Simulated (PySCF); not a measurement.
**[C4H5Cl3]+: g tensor and hyperfine couplings**

Compound: C₄H₅Cl₃ (charge +1 and doublet state).
Structure used (GFN2-xTB), in Å, numbered top down from 1:
```xyz
12
C4H5Cl3 angstrom
C      1.9307   -0.3574    0.0821
C      0.4903   -0.4617   -0.0915
C     -0.3895    0.4677    0.3732
C     -1.8590    0.4532    0.1068
Cl    -2.1536   -0.4768    1.6953
Cl    -2.6428    2.0192    0.1706
Cl    -2.4194   -0.4975   -1.2514
H      2.2382    0.5179    0.6470
H      2.4370   -0.3779   -0.8900
H      2.3001   -1.2718    0.5650
H      0.1185   -1.3101   -0.6540
H     -0.0493    1.2945    0.9856
```

The hyperfine couplings belong to this conformer and change with its torsions.

The species is `C[CH+][CH]C(Cl)(Cl)Cl` [radical] (charge +1).

The calculation used UKS B3LYP, pcH-1 on C Cl H, non-relativistic, mean-field spin-orbit, GIAO (PySCF). Geometry: GFN2-xTB, one conformer, isolated ion. A GFN2-xTB geometry isn't a minimum of the functional, and hyperfine couplings can be far from their values at a DFT geometry, by a factor of two or more for some ions and for spin on atoms past the first row. Stability of the SCF solution: not tested.

| Quantity | Value |
| --- | --- |
| g1, g2, g3 | 2.00210, 2.00320, 2.02371 |
| g_iso | 2.00967 |
| Form of g | close to axial: the two nearest values differ by 5 % of g3 − g1 |
| ⟨S²⟩ | 0.7534 (exact 0.7500) |
| α and β electrons | 40, 39 |
| HOMO–LUMO gap, α and β orbitals | 5.87, 2.21 eV |
| Total energy | -1535.67185 Eh |

Hyperfine couplings atom by atom, in G; T1 to T3 are the principal values of the dipolar part; ρ(0) is the spin density at the nucleus (MHz turned into gauss with g_iso; 10 G = 1 mT):

| atom | isotope | a_iso | of which spin–orbit | T1 | T2 | T3 | Mulliken spin population | ρ(0) (bohr⁻³) |
| --- | --- | --- | --- | --- | --- | --- | --- | --- |
| C1 | 13C | -5.1 | 0.0 | -1.9 | -1.0 | 2.9 | -0.01 | -0.0129 |
| C2 | 13C | 7.0 | 0.0 | -11.8 | -10.7 | 22.6 | 0.37 | 0.0174 |
| C3 | 13C | 9.6 | -0.1 | -11.4 | -10.3 | 21.7 | 0.32 | 0.0242 |
| C4 | 13C | -1.8 | 0.0 | -0.7 | -0.6 | 1.3 | -0.02 | -0.0046 |
| Cl5 | 35Cl | 8.1 | 1.5 | -21.6 | -21.3 | 42.8 | 0.30 | 0.0423 |
| Cl6 | 35Cl | -0.3 | 0.0 | -0.2 | 0.0 | 0.2 | 0.00 | -0.0020 |
| Cl7 | 35Cl | -0.1 | 0.0 | -0.4 | -0.3 | 0.7 | 0.00 | -0.0003 |
| H8 | 1H | -0.5 | 0.0 | -1.1 | -0.6 | 1.7 | 0.00 | -0.0003 |
| H9 | 1H | 34.2 | 0.0 | -1.8 | -1.3 | 3.1 | 0.03 | 0.0215 |
| H10 | 1H | 43.6 | 0.0 | -1.8 | -0.9 | 2.7 | 0.05 | 0.0275 |
| H11 | 1H | -8.2 | 0.0 | -5.2 | -1.5 | 6.7 | -0.01 | -0.0052 |
| H12 | 1H | -7.8 | 0.0 | -5.1 | -1.3 | 6.4 | -0.01 | -0.0049 |

Largest spin populations (Mulliken): C2 (+0.37), C3 (+0.32) and Cl5 (+0.30). Three atoms exceed +0.15.

C3, the radical centre as drawn in `C[CH+][CH]C(Cl)(Cl)Cl`, holds a spin population of +0.32 out of 1.

Under fast tumbling the dipolar parts average out, and these isotropic splittings remain: 3 × 1H (H8/H9/H10, I = 1/2, 4 lines) with 2.58 mT, 1 × 1H (H11, I = 1/2, 2 lines) with 0.82 mT, 1 × 1H (H12, I = 1/2, 2 lines) with 0.78 mT and 3 × 35Cl (Cl5/Cl6/Cl7, I = 3/2, 10 lines) with 0.26 mT.

Class means assume fast exchange of nuclei equivalent by connectivity; if that motion is slow, each nucleus keeps its own coupling. The three 1H nuclei of mean +72.5 MHz run from -1.3 to 122.8 MHz in the frozen geometry. The three 35Cl nuclei of mean +7.2 MHz run from -0.9 to 22.9 MHz in the frozen geometry.

Main isotope only: 35Cl (natural samples also hold 24 % 37Cl, magnetic too, which adds its own pattern).

The 13C coupling of C3 (26.9 MHz) shows only in satellite lines or after enrichment, since that isotope makes up about 1.07 % of natural carbon.

Examples of negative spin density at the nucleus (bohr⁻³): C1 (-0.0129), H11 (-0.0052) and H12 (-0.0049).

The run took 2.3 min wall (grids of density and orbitals included) on one thread, Arm Neoverse N1 (aarch64), shared host, and the process peaked at 0.97 GiB of memory.
